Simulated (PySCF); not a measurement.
C₅H₈N₂.
Atom-mapped SMILES: `[CH3:1][CH2:2][c:3]1[n:4][cH:5][cH:6][nH:7]1` (hydrogens: H8, H9, H10 on C1; H11, H12 on C2; H13 on C5; H14 on C6; H15 on N7)

Geometry (GFN2-xTB, Å), atoms numbered from 1 in this order:
```xyz
15
C5H8N2 angstrom
C     -2.0179    0.5387   -0.5626
C     -1.2625   -0.6666    0.0028
C      0.2037   -0.4164    0.0072
N      1.0364   -0.7033   -0.9571
C      2.2561   -0.2592   -0.5532
C      2.1628    0.3095    0.6817
N      0.8443    0.2058    1.0338
H     -3.0866    0.3401   -0.5805
H     -1.8390    1.4258    0.0421
H     -1.6815    0.7390   -1.5762
H     -1.6027   -0.8747    1.0206
H     -1.4599   -1.5404   -0.6179
H      3.1179   -0.3789   -1.1779
H      2.8922    0.7614    1.3212
H      0.4322    0.5272    1.8942
```

Vertical excitations from PySCF (density fitting, frozen core in the response, grid level 2 and gas phase unless stated; continuum runs use non-equilibrium linear response for the excitations) on a GFN2-xTB geometry. Reference run:

```tsv
settings	S1, eV (f)	S2, eV (f)	S3, eV (f)	S4, eV (f)	S5, eV (f)	S6, eV (f)	T1, eV (Tamm–Dancoff)	mean α (au)
PBE0/def2-SVPD, full TDDFT, 6 singlets	5.75 (0.013)	6.41 (0.211)	6.62 (0.003)	6.80 (0.044)	6.97 (0.008)	7.12 (0.011)	4.48	71.1
```

What do these settings give: (1) PBE0/6-311+G(2d,p), start guess atom, fitting basis def2-qzvpp-jkfit, TDA, 3 singlets; (2) KT3/def2-SVPD, IEF-PCM benzene, grid level 4, start guess huckel, full TDDFT, 12 singlets?

```csv
settings,"S1, eV (f)","S2, eV (f)","S3, eV (f)","S4, eV (f)","S5, eV (f)","S6, eV (f)","T1, eV (Tamm–Dancoff)",mean α (au)
"PBE0/6-311+G(2d,p), start guess atom, fitting basis def2-qzvpp-jkfit, TDA, 3 singlets",5.31 (0.007),6.04 (0.089),6.30 (0.083),–,–,–,4.46,71.5
"KT3/def2-SVPD, IEF-PCM benzene, grid level 4, start guess huckel, full TDDFT, 12 singlets",5.16 (0.028),5.82 (0.148),6.09 (0.010),6.23 (0.018),6.32 (0.095),6.36 (0.054),–,83.4
```

(1) S1 moves by -0.44 eV; basis and response scheme change together, so the shift can't be laid on one. (2) S1 moves by -0.59 eV; functional and environment change together, so the shift can't be laid on one. States are counted by energy in each run and needn't keep their character from row to row.

All basis functions are spherical, in the Pople sets too. KT3 was designed for NMR shieldings or shifts; total energies of different functionals aren't comparable.

Which orbital pairs make up S1 in each run, and how does it sit against the orbital gap?

```tsv
settings	S1 configurations (weight)	S1 (eV)	orbital gap (eV)	S1 − gap (eV)
PBE0/def2-SVPD, full TDDFT, 6 singlets	H→L 0.90, H→L+1 0.08	5.75	6.83	-1.08
PBE0/6-311+G(2d,p), start guess atom, fitting basis def2-qzvpp-jkfit, TDA, 3 singlets	H→L 0.96	5.31	6.37	-1.06
KT3/def2-SVPD, IEF-PCM benzene, grid level 4, start guess huckel, full TDDFT, 12 singlets	H→L 0.70, H→L+1 0.30	5.16	5.04	+0.12
```

One conformer (not necessarily the lowest) at the GFN2-xTB geometry, without vibrations or thermal averaging.
